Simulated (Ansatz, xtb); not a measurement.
# Relative energy of two structures of ClFH3Si2+

Structure X is `F[Si+]([SiH3])Cl`, a singlet and structure Y is a singlet given by its coordinates. Both are isolated ions in the gas phase, relaxed with B3LYP-D3(BJ)/6-311G**.

X (Å):

| atom | x (Å) | y (Å) | z (Å) |
| --- | --- | --- | --- |
| Cl | -0.8990 | 2.0558 | 1.0917 |
| F | -1.9464 | 2.9694 | -1.5253 |
| Si | -1.1456 | 1.7897 | -0.8527 |
| Si | -0.3829 | -0.0519 | -2.1944 |
| H | -1.6588 | -0.5649 | -2.7271 |
| H | 0.2954 | -0.8925 | -1.1940 |
| H | 0.4832 | 0.6418 | -3.1658 |

Y (Å):

```yaml
atoms:
  - { symbol: Cl, position_ang: [-0.9177, -1.0334, -2.5040] }
  - { symbol: F, position_ang: [-2.7103, -1.3212, 0.0428] }
  - { symbol: Si, position_ang: [-1.8536, -0.1843, -0.6494] }
  - { symbol: Si, position_ang: [0.4024, -0.4715, -0.7332] }
  - { symbol: H, position_ang: [-2.6233, 1.0006, -1.0361] }
  - { symbol: H, position_ang: [0.9832, -1.7262, -0.2356] }
  - { symbol: H, position_ang: [1.2686, 0.6260, -1.1862] }
```

Close contacts (Å): Cl1–Si3 2.24, Cl1–Si4 2.28, F2–Si3 1.58, Si3–Si4 2.28, Si3–H5 1.46, Si4–H6 1.47, Si4–H7 1.47.

Task: Which of the two would you expect CCSD(T)/def2-TZVP electronic energies to favour?

Result: Structure X; the calculation gives E(Y) − E(X) = +4.1 kcal/mol.

The same difference at several levels:

```tsv
level	geometry	E(Y) − E(X) (kcal/mol)	departure from the last row (kcal/mol)	job, with rough time for the two
B3LYP-D3(BJ)/6-311G**	B3LYP-D3(BJ)/6-311G**	+5.5	+1.5	optimisation, 86 s
HF/def2-TZVP	B3LYP-D3(BJ)/6-311G**	+6.3	+2.3	part of the CCSD(T) run
MP2/def2-TZVP	B3LYP-D3(BJ)/6-311G**	+3.1	−1.0	part of the CCSD(T) run
CCSD(T)/def2-TZVP	B3LYP-D3(BJ)/6-311G**	+4.1		single point, 39 s
```

None of the levels shown reverses the order. The largest departure from CCSD(T)/def2-TZVP is that of HF/def2-TZVP, 2.3 kcal/mol. Levels run at GFN2-xTB geometries aren't shown.

With harmonic frequencies from B3LYP-D3(BJ)/6-311G** (ideal gas, rigid rotor, one conformer each, 298.15 K, 1 atm): on the last row, ΔE + ΔZPE = +4.6 kcal/mol. A mode under 50 cm⁻¹ makes harmonic enthalpies and free energies unreliable, so none is given.

The correlated steps freeze 16 core orbitals. Programs: Ansatz 0.2.0; the last row on 2 threads of Intel(R) Xeon(R) Platinum 8259CL CPU @ 2.50GHz (Skylake/Cascade Lake) on a shared host.
